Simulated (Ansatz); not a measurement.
Input for Ansatz (a first-principles code): R-RI-MP2/aug-cc-pV(T+d)Z on H4OSi (SMILES O[SiH3]) with ghost functions. Files ending in .json are basis or fitting sets from the Basis Set Exchange.

Ansatz 0.2 input:
```yaml
crystal:
  periodic: [false, false, false]
  atoms:
    - {symbol: O, position_ang: [-0.62590923, 0.71555521, 2.69110436]}
    - {symbol: Si, position_ang: [-0.02969657, 0.20918506, 4.13401624]}
    - {symbol: H, position_ang: [-0.31377923, 0.27868912, 1.88040261]}
    - {symbol: H, position_ang: [-0.32937695, -1.22301300, 4.39656267]}
    - {symbol: H, position_ang: [-0.67699531, 1.03594270, 5.17545616]}
    - {symbol: H, position_ang: [1.44413348, 0.38006582, 4.22655676]}
basis:
  gaussian:
    orbitals: aug-cc-pV_T+d_Z.json
    fitting: {mean_field: def2-universal-JKFIT, correlation: aug-cc-pVTZ-RIFIT.json}
    ghost_atoms:
      - {symbol: O, position_ang: [0.25536175, -0.53033593, 0.32901628]}
      - {symbol: H, position_ang: [-0.44668994, -0.95934262, -0.17215458]}
      - {symbol: H, position_ang: [0.69917444, 0.06262352, -0.28711103]}
magnetization: {spin_polarized: false}
correlation: {method: mp2, electrons: outside_noble_gas}
scf: {lower_state_search: off}
```

Program output:

```
WARN ansatz: RAYON_NUM_THREADS=1 ignored (pool sized by the plan → 1); use --threads N
Functional definition: HF
these checks for a lower state are left out or cut short: stability, starts, cluster_reference, orbital_swaps, neighbouring_geometries, increment
integrals: 0.28 GiB planned
390 factors; integrals over basis functions are off by at most 1.1e0 eV
mean field: 0.46 GiB planned
mean field evaluation 1: about -9962.7362 eV, gradient 3.5e1 eV
mean field evaluation 2: about -9964.2587 eV, gradient 2.4e1 eV
mean field evaluation 4: about -9965.1630 eV, gradient 3.4e-1 eV
mean field -9965.16347725 eV, -366.2130031586 hartree, gradient 1.2e-6 eV, S^2 0.000000; 0 other end points of the search recorded, 0 dependent functions left out
6 core orbitals not correlated
635 factors; their error is unknown
reference -9965.16347725 eV, -366.2130031586 hartree; 7, 7 occupied and 272, 272 virtual orbitals, 635 factors
second order -10.49339508 eV of doubles, -0.00000000 eV of singles
Total energy: -9975.65687234 eV, -366.5986283153 hartree
Checks for a lower state left out: stability, starts, cluster_reference, orbital_swaps, neighbouring_geometries, increment
```

The calculation finished and met its thresholds.

Cost: roughly 3 core-seconds.
